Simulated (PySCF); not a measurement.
## Nuclear quadrupole coupling in `CC[Si]1(O)C=C[SiH2]C=C1`

C6H12OSi2.
Z-matrix (Å and degrees, PBE0-D3(BJ)/def2-SVP geometry), rows numbered from 1:
```
C 
C   1  1.5268
Si  2  1.8707  1  114.17
O   3  1.6784  2  104.32  1    58.87
C   3  1.8730  2  111.09  1   178.00
C   5  1.3477  3  125.80  2   121.15
Si  6  1.8721  5  124.43  3     0.12
C   7  1.8725  6  110.32  5     2.22
C   8  1.3477  7  124.40  6    -2.20
H   1  1.1006  2  111.08  3   -57.03
H   1  1.1016  2  111.57  3    62.70
H   1  1.1014  2  111.77  3  -177.35
H   2  1.1040  1  110.99  3  -122.23
H   2  1.1045  1  110.43  3   120.70
H   4  0.9615  3  115.72  2  -177.94
H   5  1.1015  3  116.45  2   -58.82
H   6  1.1006  5  118.45  3  -179.79
H   7  1.4987  6  109.93  5   123.68
H   7  1.4985  6  110.05  5  -119.50
H   8  1.1006  7  117.12  6   177.77
H   9  1.1014  3  116.57  2    59.36
```

Field gradients from the PBE0/pcSseg-1 density (PySCF, non-relativistic), principal values in atomic units, ordered |Vxx| ≤ |Vyy| ≤ |Vzz|:

```
atom      Vxx      Vyy     Vzz
  O4  -0.2827  -1.1911  1.4738
```

Task: Find the asymmetry η = (Vxx − Vyy)/Vzz and the couplings χ = eQV/h (234.96 MHz × Q in barn × V in au), with Q(17O) = −0.0256 b.

Result: 
| atom | environment | nucleus | η | χzz (MHz) | χxx (MHz) | χyy (MHz) |
| --- | --- | --- | --- | --- | --- | --- |
| O4 | silanol oxygen | 17O | 0.62 | -8.87 | 1.70 | 7.16 |

Task: What is Vzz at O4 in SI units (1 au = 9.71736 × 10²¹ V/m²)?

Result: 1.4738 au = 14.322 × 10²¹ V/m².

Task: And the gradient at the other heavy atoms, for which no coupling is worked out here?

Result: 
```csv
atom,environment,Vzz (au),η
C1,methyl carbon,0.081,0.32
C2,sp3 carbon bound to silicon,-0.108,0.46
Si3,oxygen-bound silicon,0.449,0.60
C5,alkene CH carbon,0.407,0.41
C6,alkene CH carbon,0.385,0.35
Si7,SiH2 silicon,-0.030,0.34
C8,alkene CH carbon,0.385,0.35
C9,alkene CH carbon,0.408,0.41
```

Were the hydrogens deuterons (Q(2H) = 0.00286 b), χzz would run from 92 kHz (H18 and H19) to 326 kHz (H15).

The structure is a single PBE0-D3(BJ)/def2-SVP conformer in the gas phase; no vibrational or solvent corrections. The small basis limits the accuracy of the gradients.

The run behind these numbers computed NMR shieldings as well. Time: 1.9 min (grids of density and orbitals included); peak memory 1.1 GiB. Hardware: one thread, Arm Neoverse N1 (aarch64), shared host with 64 logical CPUs at a one-minute load of 60.
